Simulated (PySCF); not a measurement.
**Substituent chemical shifts**

Parent skeleton `[CH3:1][SiH:2]([Cl:3])[C:4]([F:5])=[CH:6][SiH3:7]`; one hydrogen on atom 1 is replaced by X. Hydrogens on one atom are averaged.

Computed data (PySCF 2.14.0 with density-fitted response routines): structure optimised with GFN2-xTB, shielding tensors at PBE0/pcSseg-1 (GIAO). Non-relativistic Hamiltonian, a single conformation, averaged over atoms made equivalent by symmetry, fast rotation or ring inversion, no solvent.

δ = σ(ref) − σ, references computed at the same level: TMS for 13C (σref 186.93) and 29Si (σref 349.16) and 1H (σref 31.72); 35Cl (σref 949.78) vs HCl; 19F (σref 170.95) vs CFCl3.

Known members:
| X | C1 | Si2 | Cl3 | C4 | F5 | C6 | Si7 | H(C1) | H(Si2) |
| --- | --- | --- | --- | --- | --- | --- | --- | --- | --- |
| CH3 | 11.9 | -8.3 | -35.4 | 190.3 | -69.5 | 117.7 | -90.3 | 0.91 | 5.20 |
| CH2Cl | 24.8 | -11.9 | -29.3 | 184.3 | -51.4 | 119.3 | -82.9 | 1.51 | 5.80 |
| CHCl2 | 37.9 | -13.7 | -26.1 | 188.5 | -72.8 | 122.8 | -90.3 | 2.13 | 5.48 |
| F | 82.4 | -15.9 | -18.0 | 188.3 | -72.4 | 123.5 | -91.2 | 5.12 | 5.47 |
| ethynyl | 11.6 | -9.9 | -15.5 | 190.3 | -63.3 | 119.4 | -90.7 | 2.00 | 5.20 |

Four more derivatives gave (δ, ppm):
| compound | C1 | Si2 | Cl3 | C4 | F5 | C6 | Si7 | H(C1) | H(Si2) |
| --- | --- | --- | --- | --- | --- | --- | --- | --- | --- |
| 1 | 17.2 | -9.4 | -48.1 | 188.2 | -82.4 | 119.4 | -91.1 | 1.00 | 5.19 |
| 2 | 30.3 | -10.0 | -43.0 | 187.3 | -80.6 | 119.9 | -91.4 | 2.08 | 5.10 |
| 3 | 23.8 | -10.5 | -6.4 | 191.2 | -75.7 | 121.3 | -90.8 | 1.10 | 5.30 |
| 4 | 35.7 | -12.8 | -20.0 | 183.1 | -52.5 | 119.9 | -83.1 | 3.28 | 5.37 |

Q: Their substituents are C2H5, CH2SiH3, Cl, vinyl. Which is which?

A: 1: X = CH2SiH3 (F/C(=C\[SiH3])[Si@H](Cl)CC[SiH3]); 2: X = vinyl (C=CC[Si@H](Cl)/C(F)=C/[SiH3]); 3: X = C2H5 (CCC[Si@@H](Cl)/C(F)=C/[SiH3]); 4: X = Cl (F/C(=C/[SiH3])[Si@@H](Cl)CCl).

Unscaled 19F shifts against computed CFCl3 carry errors that often reach 10 to 50 ppm.
